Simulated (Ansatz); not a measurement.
This Ansatz (a quantum-chemistry and plane-wave program) input (PBE0/6-31G) gives -0.49911 Eh with 2 basis functions. A basis named .json is the Basis Set Exchange file of that set (core-valence sets with the plain set on hydrogen).

Ansatz 0.2 input:
```yaml
crystal:
  periodic: [false, false, false]
  atoms:
    - {symbol: H, position_ang: [0.00000000, 0.00000000, 0.00000000]}
basis:
  gaussian:
    orbitals: 6-31G
hamiltonian:
  xc: {name: PBE0}
magnetization: {spin_polarized: true, initial_magnetization: 1}
scf: {lower_state_search: full}
```

Change:
```diff
- orbitals: 6-31G
+ orbitals: def2-TZVPPD.json
```

Question: What does the run give now?

Answer: -0.50104 Eh (PBE0/def2-TZVPPD, 17 functions), a change of -1.93 mEh.
